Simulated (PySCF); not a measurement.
# Rhenium: a sound run and one with changed settings

Sound run: Re²⁺ [Xe] 4f14 5d5, Re³⁺ [Xe] 4f14 5d4. All numbers are calculated (PySCF 2.14, a scalar-relativistic core potential, in def2-SVP with the def2 core potential (60 electrons) (6s3p2d1f, 32 functions)). In the sound run the correlated levels freeze 5s2 5p6 outside the core potential. The sound run starts from symmetry-adapted Hartree-Fock orbitals and uses a fine grid where one is needed.

Changed run: initial guess 1e, at most 50 SCF cycles.

```
species  method  sound run (hartree)  changed run (hartree)  converged
   Re²⁺     UHF            -76.73684              -76.73684        yes
   Re²⁺    BP86            -77.36275              -77.36275        yes
   Re²⁺  r2SCAN            -77.32143              -77.32143        yes
   Re²⁺     MP2            -76.76846              -76.76846        yes
   Re³⁺     UHF            -75.73183              -75.73183        yes
   Re³⁺    BP86            -76.31899              -76.31782         no
   Re³⁺  r2SCAN            -76.27809              -76.27913        yes
   Re³⁺     MP2            -75.74926              -75.74926        yes
```

Ionisation energy of Re²⁺:

```
 method  sound run (eV)  changed run (eV)
    UHF          27.348            27.348
 r2SCAN          28.391            28.362
    MP2          27.734            27.734
SCS-MP2          27.476            27.476
```

Where the changed run lies lower, it found another determinant of the same configuration, with other orbitals of the open shell filled.

For comparison, NIST gives 27 ± 1.6 eV between the lowest levels.
